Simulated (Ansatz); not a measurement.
Z-matrix (Å, degrees):
```
C
Sn 1 2.224
S 1 1.624 2 127.7
H 1 1.096 2 116.4 3 -173.6
N 2 2.259 1 82.5 3 -16.0
H 2 1.770 1 90.9 3 -104.6
C 5 1.259 2 136.3 1 -176.9
H 5 1.040 2 106.7 1 7.6
H 7 1.091 5 121.9 2 -176.5
H 7 1.089 5 120.2 2 3.7
```

The species carries charge 0 and has multiplicity 1. Sn takes the def2 core potential. The bonds changed during the relaxation, so this is another structure than the one it started from.

Problem. List the ωB97M-V/def2-TZVPP orbital energies in eV (Ansatz 0.2.0). (An estimate is asked.)

Solution. Ansatz gave: Occupied: -2426.34, -396.29, -284.14, -282.70, -220.31, -163.40, -163.38, -163.21, -141.88, -96.57, -96.41, -96.30, -30.30, -30.05, -29.97, -29.91, -29.79, -29.48, -24.34, -21.50, -18.53, -17.98, -17.11, -14.70, -13.63, -13.29, -12.25, -11.05, -10.54, -8.39, -7.66. Lowest empty: 0.15, 0.35, 0.91, 1.82, 2.85, 2.92, 3.68, 3.77.
